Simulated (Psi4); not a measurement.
C₅H₁₅BSi (SMILES CB(C)[Si](C)(C)C), singlet, at a GFN2-xTB geometry, atoms displaced at random by about 0.08 Å a coordinate; HF/STO-3G, gradient (Psi4).

Input for Psi4:
```
memory 2 GB

molecule mol {
0 1
B     0.784789   -0.399385    1.024341
C     0.495616   -1.642604    1.718283
H     0.325366   -2.437480    1.109976
H    -0.267861   -1.584554    2.679088
H     1.423870   -2.129439    2.450421
C     1.868598    0.538942    1.359879
H     2.806660    0.308045    0.770034
H     2.471686    0.282266    2.631999
H     1.808869    1.508528    1.541171
Si   -0.362032    0.244863   -0.493116
C     0.655421    1.173210   -1.757509
C    -1.910996    1.380793    0.207524
C    -1.205952   -1.309429   -1.293189
H    -0.041107    1.450021   -2.686131
H     1.047553    1.996987   -1.390336
H     1.303447    0.503047   -2.314253
H    -1.474165    2.221387    0.571768
H    -2.387592    0.784925    0.779282
H    -2.598878    1.652445   -0.772728
H    -1.787607   -1.754700   -0.606427
H    -0.397186   -1.838344   -1.707867
H    -1.755014   -0.888346   -2.274984
symmetry c1
no_reorient
no_com
}

set {
  basis sto-3g
  reference rhf
}

gradient('scf')
print_variables()
```

Output, abridged:

```
gradient() will perform analytic gradient computation.

   => Loading Basis Set <=

    Name: STO-3G
    Role: ORBITAL
    Keyword: BASIS

         ---------------------------------------------------------
                                   SCF
               by Justin Turney, Rob Parrish, Andy Simmonett
                          and Daniel G. A. Smith
                              RHF Reference
         ---------------------------------------------------------

  ==> Geometry <==

    Molecular point group: c1
    Full point group: C1

    Geometry (in Angstrom), charge = 0, multiplicity = 1:

       Center              X                  Y                   Z               Mass
    ------------   -----------------  -----------------  -----------------  -----------------
         B            0.784789000000    -0.399385000000     1.024341000000    11.009305360000
         C            0.495616000000    -1.642604000000     1.718283000000    12.000000000000
         H            0.325366000000    -2.437480000000     1.109976000000     1.007825032230
         H           -0.267861000000    -1.584554000000     2.679088000000     1.007825032230
         H            1.423870000000    -2.129439000000     2.450421000000     1.007825032230
         C            1.868598000000     0.538942000000     1.359879000000    12.000000000000
         H            2.806660000000     0.308045000000     0.770034000000     1.007825032230
         H            2.471686000000     0.282266000000     2.631999000000     1.007825032230
         H            1.808869000000     1.508528000000     1.541171000000     1.007825032230
         SI          -0.362032000000     0.244863000000    -0.493116000000    27.976926534650
         C            0.655421000000     1.173210000000    -1.757509000000    12.000000000000
         C           -1.910996000000     1.380793000000     0.207524000000    12.000000000000
         C           -1.205952000000    -1.309429000000    -1.293189000000    12.000000000000
         H           -0.041107000000     1.450021000000    -2.686131000000     1.007825032230
         H            1.047553000000     1.996987000000    -1.390336000000     1.007825032230
         H            1.303447000000     0.503047000000    -2.314253000000     1.007825032230
         H           -1.474165000000     2.221387000000     0.571768000000     1.007825032230
         H           -2.387592000000     0.784925000000     0.779282000000     1.007825032230
         H           -2.598878000000     1.652445000000    -0.772728000000     1.007825032230
         H           -1.787607000000    -1.754700000000    -0.606427000000     1.007825032230
         H           -0.397186000000    -1.838344000000    -1.707867000000     1.007825032230
         H           -1.755014000000    -0.888346000000    -2.274984000000     1.007825032230

  Running in c1 symmetry.

  Rotational constants: A =      0.07393  B =      0.04869  C =      0.04259 [cm^-1]
  Rotational constants: A =   2216.31626  B =   1459.54304  C =   1276.67748 [MHz]
  Nuclear repulsion =  367.232441515083906

  Charge       = 0
  Multiplicity = 1
  Electrons    = 64
  Nalpha       = 32
  Nbeta        = 32

  ==> Algorithm <==

  SCF Algorithm Type is DF.
  DIIS enabled.
  MOM disabled.
  Fractional occupation disabled.
  Guess Type is SAD.
  Energy threshold   = 1.00e-08
  Density threshold  = 1.00e-08
  Integral threshold = 1.00e-12

  ==> Primary Basis <==

  Basis Set: STO-3G
    Blend: STO-3G
    Number of shells: 38
    Number of basis functions: 54
    Number of Cartesian functions: 54
    Spherical Harmonics?: true
    Max angular momentum: 1

   => Loading Basis Set <=

    Name: (STO-3G AUX)
    Role: JKFIT
    Keyword: DF_BASIS_SCF

  ==> Integral Setup <==

  SCF_SUBTYPE=INCORE selected. In-core MEM_DF algorithm will be used.
  Using in-core AOs.

  ==> MemDFJK: Density-Fitted J/K Matrices <==

    J tasked:                   Yes
    K tasked:                   Yes
[...]
  @DF-RHF Final Energy:  -505.55554089290979
    Total Energy =                       -505.5555408929097894
[...]
         SI          -0.362032000000     0.244863000000    -0.493116000000    27.976926534650
         C            0.655421000000     1.173210000000    -1.757509000000    12.000000000000
         C           -1.910996000000     1.380793000000     0.207524000000    12.000000000000
         C           -1.205952000000    -1.309429000000    -1.293189000000    12.000000000000
         H           -0.041107000000     1.450021000000    -2.686131000000     1.007825032230
         H            1.047553000000     1.996987000000    -1.390336000000     1.007825032230
         H            1.303447000000     0.503047000000    -2.314253000000     1.007825032230
         H           -1.474165000000     2.221387000000     0.571768000000     1.007825032230
         H           -2.387592000000     0.784925000000     0.779282000000     1.007825032230
         H           -2.598878000000     1.652445000000    -0.772728000000     1.007825032230
         H           -1.787607000000    -1.754700000000    -0.606427000000     1.007825032230
         H           -0.397186000000    -1.838344000000    -1.707867000000     1.007825032230
         H           -1.755014000000    -0.888346000000    -2.274984000000     1.007825032230

  Nuclear repulsion =  367.232441515083906

  ==> Basis Set <==

  Basis Set: STO-3G
    Blend: STO-3G
    Number of shells: 38
    Number of basis functions: 54
    Number of Cartesian functions: 54
    Spherical Harmonics?: true
    Max angular momentum: 1

  ==> DFJKGrad: Density-Fitted SCF Gradients <==

    Gradient:                    1
    J tasked:                  Yes
    K tasked:                  Yes
    wK tasked:                  No
    Integrals threads:           1
    Schwarz Cutoff:          1E-12
    Fitting Condition:       1E-10

   => Auxiliary Basis Set <=

  Basis Set: (STO-3G AUX)
    Blend: DEF2-UNIVERSAL-JKFIT
    Number of shells: 278
    Number of basis functions: 848
    Number of Cartesian functions: 989
    Spherical Harmonics?: true
    Max angular momentum: 4

  -Total Gradient:
     Atom            X                  Y                   Z
    ------   -----------------  -----------------  -----------------
       1        0.052692077230    -0.065990885487     0.062501873757
       2       -0.051712600295     0.084844118513    -0.233598368339
       3        0.038033888272     0.056805402117     0.042881708714
       4       -0.035211801464    -0.003629811205     0.087771232572
       5        0.060544538928    -0.051456192346     0.068511972054
       6       -0.189055411216     0.104375747984    -0.155305929636
       7        0.034904228151    -0.013234688809    -0.003663855224
       8        0.063644794088    -0.011217977586     0.118113202061
       9        0.025511402069    -0.113274869330     0.012612632392
      10        0.064384334202     0.005893319115    -0.017709509666
      11        0.119544087721     0.095687874888     0.125227494489
      12       -0.076320222432    -0.009244615270     0.249138077695
      13       -0.034781227641    -0.149084878042     0.117185380846
      14       -0.034662340585     0.002884196015    -0.067671852567
      15       -0.058859203996    -0.091854948271    -0.035027244922
      16       -0.020512407511    -0.006847177555    -0.021923736505
      17       -0.012088619236    -0.059706556926    -0.039893537857
      18        0.086774305322     0.082191460241    -0.110323192580
      19       -0.051083048923     0.017628648084    -0.080621911297
      20        0.051111290230     0.050562337377    -0.043906080961
      21       -0.013449968605     0.037957751816    -0.000551402751
      22       -0.019408094311     0.036711744678    -0.073746952275

  Variable Map:
  ----------------------------------------------------------------------------
[...]
  Array Variable Map:
  ----------------------------------------------------------------------------
[...]
[...]
```
